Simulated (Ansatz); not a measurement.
Molecule: sum formula MnOClH (charge 0, sextet). The spin state was set by rule; other spins were not relaxed. SMILES: [Cl][Mn][OH]
Structure (B3LYP-D3(BJ)/def2-TZVP (Ansatz, an electronic-structure program) minimum search):
```
Mn
O 1 1.8159
H 2 0.9573 1 134.72
Cl 1 2.2013 3 168.13 2 180.00
```
Charge 0, spin multiplicity 6.

Computed values are from Ansatz. Correlated levels leave the core frozen unless marked. Open shells are spin-unrestricted. Spin-orbit coupling is left out. The frozen core is the preceding noble-gas configuration, with the filled d and f shells of earlier blocks. Non-relativistic. Basis-set limits of correlation are two-point, X^-3; Hartree-Fock from the larger set. The bracket is a focal-point correction in the basis named.

Task: What is the atomisation energy De at RI-MP2/CBS(def2-TZVPPD,def2-QZVPPD)+[CCSD(T)-MP2]/def2-TZVPPD?

Result: 293.0 kcal/mol.

Task: What is the total energy at RI-MP2/CBS(def2-TZVPPD,def2-QZVPPD)+[CCSD(T)-MP2]/def2-TZVPPD?

Result: -1685.6986 Eh.

Task: What is the T1 diagnostic at CCSD/def2-TZVPPD?

Result: 0.020.

Task: What is the dipole moment at CCSD(T)/def2-SVPD?

Result: 2.28 D.
